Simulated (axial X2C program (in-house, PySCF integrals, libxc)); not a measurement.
# Ionising VS

Calculated with an axial X2C code built on PySCF integrals, spin-free (one-electron X2C) or two-component (2c: spin–orbit coupling with atomic mean-field Coulomb and Gaunt terms, which also bring small scalar terms), in Dyall basis sets with cores contracted in-house; open shells are unrestricted.

Basis sets: S dyall-av3z, V dyall-cv3z.

| Hamiltonian | level | VS state | Re (Å) | ωe (cm⁻¹) | De (eV) |
| --- | --- | --- | --- | --- | --- |
| spin-free | PBE0 | M_S = 3/2, Λ = 0 | 2.043 | 557.4 | n/a |
| 2c | PBE0 | Ω = 3/2 | 2.043 | 557.1 | n/a |

Adiabatic ionisation energy (minimum to minimum, no zero-point term) and constants of VS⁺:

| Hamiltonian | level | VS⁺ state | IE (eV) | Re (Å) | ωe (cm⁻¹) | De (eV) | fragments |
| --- | --- | --- | --- | --- | --- | --- | --- |
| spin-free | PBE0 | M_S = 1, Λ = 0 | 7.69 | 2.012 | 531.7 | 3.35 | V+ + S |
| 2c | PBE0 | Ω = 1 | 7.69 | 2.012 | 531.4 | n/a | V+ + S |

Add the zero-point terms to the ionisation energy at PBE0, 2c, and say whether the electron removed was bonding.

IE0 = IE + (ωe⁺ − ωe)/2 = 7.69 + (-0.002) = 7.69 eV. Re changes by -0.031 Å, so the bond shortens, as on loss of an antibonding or a polarising non-bonding electron.

Each entry is the lowest single determinant of a limited PBE0 search at one distance. De goes to single-determinant-based atoms at the same level (for ions the charge split of lowest energy) and is withheld (n/a) where an atom does not fit its ground term or J level. Main or longest-lived isotopes. One determinant is a doubtful description, or other states lie close, for VS, VS⁺; these need not be ground states, and all values refer to the states named. Some open-shell Ω = 0 determinants are out of reach, so the Ω given for VS⁺ need not be the lowest component. With several unpaired electrons the Ω given is that of one determinant, not necessarily of the lowest component. The functionals have no current term, which raises determinants with orbital currents.
